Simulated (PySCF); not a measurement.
**C₆ coefficients of unlike pairs at UHF**

Calculated with PySCF 2.14 from the dipole response of each species, C₆(A,B) = (3/π) ∫ α_A(iu) α_B(iu) du, in atomic units, from isotropic polarisabilities. For ions this is the dispersion term alone; charge-induced terms of lower order in 1/R come first.

```tsv
species	configuration	basis	relativity	α (bohr³)	C₆ (like pair)
K⁺	[Ar] (1S)	def2-TZVPPD (6s5p3d)	none	5.176	21.75
Rh²⁺	[Kr] 4d7 (4F)	aug-cc-pVTZ-DK (9s8p6d3f2g)	spin-free X2C	6.724	35.51
F⁺	[He] 2s2 2p4 (3P)	x2c-TZVPPall with one added diffuse shell each of s, p, d type (6s4p3d1f)	spin-free X2C	1.714	3.109
Ne³⁺	[He] 2s2 2p3 (4S)	aug-cc-pVQZ-DK (6s5p4d3f2g)	spin-free X2C	0.7101	0.6092
```

Task: Estimate C₆ for F⁺ with Rh²⁺.

Result: The integral gives 10.44. The combination rule 2 C_A C_B / (C_A α_B/α_A + C_B α_A/α_B) gives 10.39 and the geometric mean 10.51.

No spin-orbit coupling is included.

The other pairs:

```
      pair     C₆
  Ne³⁺, F⁺  1.363
  Ne³⁺, K⁺  3.484
    F⁺, K⁺  8.111
Ne³⁺, Rh²⁺  4.528
  Rh²⁺, K⁺  27.72
```
